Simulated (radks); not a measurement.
The mean radii <r> (bohr) of the occupied orbitals of an atom or ion are listed with their occupations. Calculated with a radial shooting solver on a logarithmic mesh with Libxc functionals: scalar-relativistic Kohn-Sham, SCAN, spin-polarised, spherical densities, finite nucleus; meta-GGA in the generalised Kohn-Sham scheme; Fermi nuclear charge, rms radius of each element as measured or else 0.836 A^(1/3) + 0.57 fm.

| orbital | occ. | <r> |
|---|---|---|
| 1s up | 1 | 0.01897 |
| 1s down | 1 | 0.01896 |
| 2s up | 1 | 0.07864 |
| 2s down | 1 | 0.07870 |
| 2p up | 3 | 0.06981 |
| 2p down | 2 | 0.06988 |

Name the element and its charge. Open shells, if any, are filled with parallel spins first.

Answer. Z = 72, hafnium, charge +63: Hf63+ in [He] 2s2 2p5. The 1s radius gives Z: for a bare nucleus <r> = (2 gamma + 1)/(2Z) with gamma = sqrt(1 - (Z/c)^2), 0.01876 bohr for Z = 72, and screening makes it slightly larger (0.01897 here). The occupations add up to 9, and the charge is Z minus that.
